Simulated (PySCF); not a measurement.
Vertical excitations of a molecule C7H5NOS from TDA-PBE/def2-SVPD (PySCF), as energy in eV (oscillator strength): 4.22 (0.636), 4.37 (0.000), 4.79 (0.020), 4.88 (0.000), 5.11 (0.014), 5.51 (0.001). Lowest triplet (TDA): 2.65 eV. Geometry optimised at B3LYP-D3(BJ)/def2-SVP. One conformer was computed; it need not be the lowest.

Problem. Identify the compound among the candidates.
(A) CC(=O)c1cscc1C#N
(B) c1coc(-c2nccs2)c1
(C) C#Cc1cnc(C(C)=O)s1
(D) c1coc(-c2cncs2)c1

Solution. B, c1coc(-c2nccs2)c1
